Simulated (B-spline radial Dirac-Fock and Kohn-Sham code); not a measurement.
## Relative intensities of the L2 lines, Ge to Rh

Calculated with a B-spline atomic structure program, using independent-particle radiative and Coulomb Auger rates from relativistic LDA hole-state orbitals, with Dirac-Fock energies. Each entry is the share of the radiative L2 rate in per cent; values in brackets are the Scofield rates tabulated in xraylib.

| Z | element | Lη | Lβ1 | Lγ5 | Lγ1 | radiative width (eV) |
| --- | --- | --- | --- | --- | --- | --- |
| 32 | Ge | 3.70 (4.21) | 95.9 (95.4) | 0.389 (0.376) | – | 0.0121 |
| 34 | Se | 3.39 (3.79) | 96.2 (95.8) | 0.417 (0.414) | – | 0.0181 |
| 35 | Br | 3.27 (3.64) | 96.3 (95.9) | 0.427 (0.427) | – | 0.0217 |
| 36 | Kr | 3.18 (3.52) | 96.4 (96.0) | 0.435 (0.438) | – | 0.0258 |
| 37 | Rb | 3.09 (3.41) | 96.4 (96.1) | 0.459 (0.464) | – | 0.0305 |
| 38 | Sr | 3.02 (3.31) | 96.4 (96.1) | 0.481 (0.489) | – | 0.0358 |
| 40 | Zr | 2.86 (3.12) | 95.2 (95.1) | 0.496 (0.508) | 1.35 (1.17) | 0.0489 |
| 41 | Nb | 2.78 (2.92) | 94.0 (94.2) | 0.493 (0.507) | 2.64 (2.33) | 0.0570 |
| 42 | Mo | 2.72 (2.95) | 93.2 (93.3) | 0.495 (0.510) | 3.55 (3.21) | 0.0658 |
| 43 | Tc | 2.67 (2.88) | 92.7 (92.4) | 0.502 (0.510) | 4.07 (4.16) | 0.0755 |
| 44 | Ru | 2.60 (2.81) | 91.4 (91.5) | 0.494 (0.509) | 5.50 (5.15) | 0.0869 |
| 45 | Rh | 2.55 (2.74) | 90.4 (90.5) | 0.493 (0.508) | 6.52 (6.17) | 0.0992 |
